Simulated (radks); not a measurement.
Problem. All-electron atom: neutral rhodium in [Kr] 4d9 (not the ground configuration). Calculated with a radial shooting solver on a logarithmic mesh with Libxc functionals: non-relativistic Kohn-Sham, LDA (Slater exchange, Perdew-Wang correlation), spin-unpolarised, spherical densities, point nucleus; relativity is left out, which matters for an element this heavy. Some entries of the table are withheld. Estimate them.

orbital,occ.,eigenvalue (eV),r(max) (bohr),<1/r> (bohr^-1)
1s,2,-22340.89,0.02242,44.44
2s,2,-3174.933,(1),10.07
2p,6,-2945.030,0.09791,10.08
3s,2,-561.5436,0.3635,3.547
3p,6,-470.3768,(2),(3)
3d,10,-301.7069,0.2912,3.304
4s,2,-73.5528,0.9063,1.352
4p,6,(4),0.9546,1.231
4d,9,(5),1.151,0.8361

Solution. 
(1) 2s r(max) (bohr): 0.1248
(2) 3p r(max) (bohr): 0.3500
(3) 3p <1/r> (bohr^-1): 3.464
(4) 4p eigenvalue (eV): -45.9197
(5) 4d eigenvalue (eV): -3.8943
